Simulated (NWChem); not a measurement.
# Si2H4OCl2; SMILES O[Si@@H](Cl)[SiH2]Cl

```xyz
9

O      1.6881     0.9749    -0.6278
Si     0.3589     0.8634     0.3548
Cl    -0.9093     2.5130     0.1118
Si    -0.8355    -1.0383    -0.3171
Cl     0.2449    -2.7644     0.1476
H      2.3491     1.6524    -0.4209
H      0.7355     0.8724     1.7926
H     -2.1277    -1.1038     0.4106
H     -1.0860    -1.0205    -1.7793
```
Atoms are numbered in this order, from 1.

Level: B3LYP/6-31G* (spherical d) (NWChem), optimised geometry, unscaled harmonic frequencies. B3LYP is NWChem's, with the RPA form of VWN correlation.

Task: List the harmonic frequencies with IR intensities, and the thermochemistry.

Result: 
| frequency (cm⁻¹) | IR intensity (km/mol) |
|---|---|
| 36 | 1.7 |
| 78 | 3.9 |
| 146 | 2.0 |
| 180 | 7.4 |
| 233 | 24.7 |
| 297 | 102.2 |
| 424 | 4.4 |
| 496 | 32.6 |
| 519 | 216.0 |
| 545 | 3.7 |
| 691 | 36.3 |
| 743 | 220.0 |
| 819 | 276.5 |
| 853 | 103.3 |
| 856 | 83.6 |
| 937 | 158.0 |
| 958 | 12.3 |
| 2252 | 150.8 |
| 2262 | 51.4 |
| 2278 | 131.1 |
| 3784 | 91.1 |

The zero-point energy comes out as 27.7 kcal/mol. The thermal correction to the enthalpy at 298.15 K (with zero-point energy) is 33.4 kcal/mol, the heat capacity Cv comes out as 26.4 cal/(mol K) and the entropy at 298.15 K and 1 atm (symmetry number 1) is 91.8 cal/(mol K). The dipole moment comes out as 1.54 D.

Rigid rotor and harmonic oscillator; modes under 100 cm⁻¹ make the entropy uncertain.
